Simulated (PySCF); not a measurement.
A species of formula GeH6N2 has this rotational fingerprint, computed with PBE0-D3(BJ)/def2-SVP geometry optimisation, gas phase in PySCF:

```
Rotational constants : A = 28672, B = 3801, C = 3578 MHz
Dipole components    : |μa| = 0.37 D, |μb| = 0.61 D, |μc| = 0.33 D
Inertial defect      : -9.34 u·Å²
κ                    : -0.98
```

Task: Which candidate fits, each taken in the one conformer that was computed?
A. `[NH2:1][NH:2][GeH3:3]` with H–N1–N2–Ge3 -78° and 42°
B. `[NH2:1][GeH2:2][NH2:3]` with H–N1–Ge2–N3 -42° and 84°, N1–Ge2–N3–H 156° and -76°
C. Ge(NH2)2H2, `[NH2][GeH2][NH2]`

Result: A. It is N[NH][GeH3], a near-prolate asymmetric top. The candidates at the same level (rigid rotor, commonest isotopes):

```csv
SMILES,A (MHz),B (MHz),C (MHz),μa (D),μb (D),μc (D),Δ (u·Å²),point group,rotor
[H][Ge]([H])([NH2])[NH2],15631,5679,4630,0.01,2.34,0.01,-12.18,near C2v,asymmetric top
[NH2][GeH2][NH2],14576,6004,4676,1.10,0.79,1.08,-10.75,–,asymmetric top
N[NH][GeH3],28672,3801,3578,0.37,0.61,0.33,-9.34,–,near-prolate asymmetric top
```

`[NH2][GeH2][NH2]` has B 58 % too high; `[H][Ge]([H])([NH2])[NH2]` has B 49 % too high. No structure here is proved a minimum.
